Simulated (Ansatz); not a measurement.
A run of Ansatz (development build ahead of 0.2.0) on doublet BF3(+) at this shape:

```
atom    x (Å)    y (Å)    z (Å)
   B  -0.5836  -0.1489   0.4345
   F   0.2230  -0.6698   1.1779
   F   1.5366   0.3956  -1.2296
   F  -1.4416   0.4030  -0.1908
```

Its results:

* Converged: yes
* Total energy: -322.41709 hartree
* Spin squared of the determinant: 0.753
* Stability test: minimum

Forces (eV/Å):
```json
{"atom": "B1", "Fx": "1.073", "Fy": "-0.441", "Fz": "0.905"}
{"atom": "F2", "Fx": "0.024", "Fy": "-0.106", "Fz": "-0.094"}
{"atom": "F3", "Fx": "-0.131", "Fy": "-0.021", "Fz": "0.074"}
{"atom": "F4", "Fx": "-0.967", "Fy": "0.568", "Fz": "-0.885"}
```

**Question.** Which input gives this output? Name the method, the orbitals and the basis set, and write the input.

**Answer.** UHF in def2-SVP.

```yaml
crystal:
  periodic: [false, false, false]
  atoms:
    - { symbol: B, position_ang: [-0.58363, -0.14894, 0.43447] }
    - { symbol: F, position_ang: [0.223, -0.66978, 1.17793] }
    - { symbol: F, position_ang: [1.53655, 0.39559, -1.22965] }
    - { symbol: F, position_ang: [-1.44155, 0.40303, -0.19082] }
basis:
  gaussian: { orbitals: def2-SVP }
total_charge: 1
magnetization:
  spin_polarized: true
  initial_magnetization: 1
hamiltonian:
  xc: hf
output:
  forces: true
```
